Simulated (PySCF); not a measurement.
Molfile (atoms numbered from 1):
```
C4H4BFSi
     RDKit          3D

 11 10  0  0  0  0  0  0  0  0999 V2000
    4.4284    0.1751    1.6196 F   0  0  0  0  0  0  0  0  0  0  0  0
    3.8198    0.3601    0.4625 B   0  0  0  0  0  0  0  0  0  0  0  0
    2.3096    0.1924    0.3542 C   0  0  0  0  0  0  0  0  0  0  0  0
    1.1008    0.0572    0.1873 C   0  0  0  0  0  0  0  0  0  0  0  0
   -0.2415   -0.1006    0.0008 C   0  0  0  0  0  0  0  0  0  0  0  0
   -1.4463   -0.2476   -0.1756 C   0  0  0  0  0  0  0  0  0  0  0  0
   -3.2487   -0.4743   -0.4413 Si  0  0  0  0  0  4  0  0  0  0  0  0
    4.4916    0.6577   -0.4954 H   0  0  0  0  0  0  0  0  0  0  0  0
   -3.6173   -1.8684   -0.0635 H   0  0  0  0  0  0  0  0  0  0  0  0
   -3.5677   -0.2355   -1.8777 H   0  0  0  0  0  0  0  0  0  0  0  0
   -3.9883    0.4981    0.4127 H   0  0  0  0  0  0  0  0  0  0  0  0
  1  2  1  0
  2  3  1  0
  3  4  3  0
  4  5  1  0
  5  6  3  0
  6  7  1  0
  2  8  1  0
  7  9  1  0
  7 10  1  0
  7 11  1  0
M  END
```

Geometry: PBE0-D3(BJ)/def2-SVP; GIAO absolute shieldings from PySCF, gas phase, non-relativistic, averaged over equivalent atoms.

At CAM-B3LYP/pcSseg-1 (146 basis functions, 17 s wall time on 1 thread of an Arm Neoverse V1, shared host):
```
     atoms  σ (ppm)
        F1    182.2
        B2     58.6
        C4     76.8
        C5     83.5
        C6     89.5
        C3     97.3
       Si7    439.5
        H8    26.44
H9/H10/H11    27.17
```

Q: Estimate the result of repeating the calculation with B97-D/pcSseg-1.

A: 
```json
{"atoms": "F1", "σ at B97-D/pcSseg-1": "172.1", "change": "-10.1"}
{"atoms": "B2", "σ at B97-D/pcSseg-1": "63.9", "change": "+5.3"}
{"atoms": "C4", "σ at B97-D/pcSseg-1": "84.3", "change": "+7.5"}
{"atoms": "C5", "σ at B97-D/pcSseg-1": "86.3", "change": "+2.8"}
{"atoms": "C6", "σ at B97-D/pcSseg-1": "93.7", "change": "+4.2"}
{"atoms": "C3", "σ at B97-D/pcSseg-1": "97.1", "change": "-0.2"}
{"atoms": "Si7", "σ at B97-D/pcSseg-1": "442.7", "change": "+3.2"}
{"atoms": "H8", "σ at B97-D/pcSseg-1": "26.52", "change": "+0.08"}
{"atoms": "H9/H10/H11", "σ at B97-D/pcSseg-1": "27.19", "change": "+0.02"}
```

The largest change is at F1 (fluorine bonded to B). Cost: 146 basis functions, 17 s wall time on 1 thread of an Arm Neoverse V1, shared host. The order of the carbon signals is the same at both levels.

A carbon bonded to boron is broadened by the quadrupolar boron nucleus and is often missing from a measured spectrum.
